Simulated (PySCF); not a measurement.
## What went wrong, or what changed?

The sound run of [Ta3]− (triplet) uses PySCF 2.14.0, UKS TPSS, Ta def2-SVP with ECP60; non-relativistic Hamiltonian with scalar-relativistic core potentials where named; density fitting; no spin-orbit coupling, grid (50, 194), threshold 1e-8 and 55 cycles at the relaxed geometry. This run, with dm0 from free metal ions and neutral atoms, differs:

```python
mol = gto.M(atom='''
Ta     1.46377    -0.06439     0.00000
Ta    -0.78696     1.23599    -0.00000
Ta    -0.67681    -1.17160     0.00000''',
    basis={'Ta': 'def2-SVP'},
    ecp={'Ta': 'def2-SVP'},
    charge=0, spin=2)
mf = dft.UKS(mol, xc='TPSS')
mf.grids.atom_grid = (50, 194)
mf = mf.density_fit()  # fitting sets: Ta def2-universal-JKFIT
mf.conv_tol = 1e-08; mf.max_cycle = 94
mf.kernel(dm0)
```

Question: What was changed, and how did it end?

Answer: The charge was changed. The program refused it. The cycle limit differs too. These settings are unsound on purpose: the numbers aren't the compound's.
```
RuntimeError: Electron number 39 and spin 2 are not consistent
Note mol.spin = 2S = Nalpha - Nbeta, not 2S+1
```

Run from Python with OMP_NUM_THREADS=2; the lines above give its settings.

No frequency check is given that shows the relaxed geometry to be a minimum. The relaxed state is spin-contaminated (spin squared 2.68 against 2.00). Open shells may have lower solutions than the one found.
